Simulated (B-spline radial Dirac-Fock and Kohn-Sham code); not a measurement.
# Er²⁹⁺: eigenvalues, ΔSCF and the reference

System: Er²⁹⁺, 1s2 2s2 2p6 3s2 3p6 3d10 4s2 4p6 4d3.

The density-functional columns are spherical, spin-unpolarised Dirac-Kohn-Sham results without Breit or QED terms: −ε is minus the orbital energy of the initial state and ΔSCF the difference of two total energies. The reference in the last column comes from Dirac-Fock ΔSCF + Breit + QED. All numbers are from a radial finite-basis atomic code, in eV; a selection of levels is shown. The Kohn-Sham columns are given as differences from the reference. For the 1s level of heavy atoms much of the gap between ΔSCF and the reference is the Breit and QED part, -264.4 eV here; for other levels the error of the functional can be larger.

| level | LDA −ε − DF | LDA ΔSCF − DF | Dirac-Fock |
| --- | --- | --- | --- |
| K | -267.1 | +250.7 | 58560.5 |
| L1 | -171.8 | -59.3 | 10838.9 |
| L2 | -130.2 | +7.4 | 10345.6 |
| L3 | -139.6 | -15.5 | 9439.0 |
| M1 | -95.0 | -48.3 | 3276.9 |
| M2 | -78.6 | -29.8 | 3063.6 |
| M3 | -77.2 | -31.0 | 2866.4 |
| M4 | -53.9 | -1.8 | 2508.0 |
| M5 | -54.9 | -3.6 | 2465.9 |
| N1 | -38.0 | -13.7 | 1383.4 |
| N2 | -25.1 | -0.8 | 1288.6 |
| N3 | -25.6 | -2.2 | 1232.4 |
| N4,5 | -20.9 | +2.6 | 1085.6 |

Values without a named source are computed, but for edge energies of neutral atoms, which are taken from tables.
